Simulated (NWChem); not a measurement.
System: CH$_{5}$BFNO; SMILES CNB(O)F

```xyz
10

B     -0.0010     0.5968    -0.0002
F     -0.7917     1.6918    -0.0005
N     -0.6320    -0.6754     0.0001
C     -0.0121    -1.9790     0.0008
H     -1.6533    -0.6808     0.0002
H     -0.2766    -2.5851    -0.8952
H     -0.2715    -2.5820     0.9004
H      1.0934    -1.8796    -0.0027
O      1.3527     0.8218    -0.0001
H      1.8715     0.0004     0.0000
```
Atoms are numbered in this order, from 1.

Program: NWChem. Pople sets run with spherical d functions. Coordinates come from a PBE-D3(BJ)/def2-SVP optimisation. Vzz is the largest principal value of the second derivative of the potential at the nucleus (NWChem prints the opposite sign); η is the asymmetry. Non-relativistic.

| level | Vzz B1 (a.u.) | η B1 | Vzz N3 (a.u.) | η N3 | Vzz O9 (a.u.) | η O9 |
|---|---|---|---|---|---|---|
| PBE/def2-TZVP | … | 0.55 | … | 0.49 | 1.308 | 0.41 |
| PBE/6-31G* | 0.191 | 0.56 | -0.883 | 0.43 | 1.310 | 0.47 |
| CAM-B3LYP/def2-TZVP | 0.273 | 0.52 | -0.903 | 0.48 | 1.347 | 0.40 |

Q: Fill in the missing entries.

A: 
- PBE/def2-TZVP, Vzz B1 (a.u.): 0.229
- PBE/def2-TZVP, Vzz N3 (a.u.): -0.867
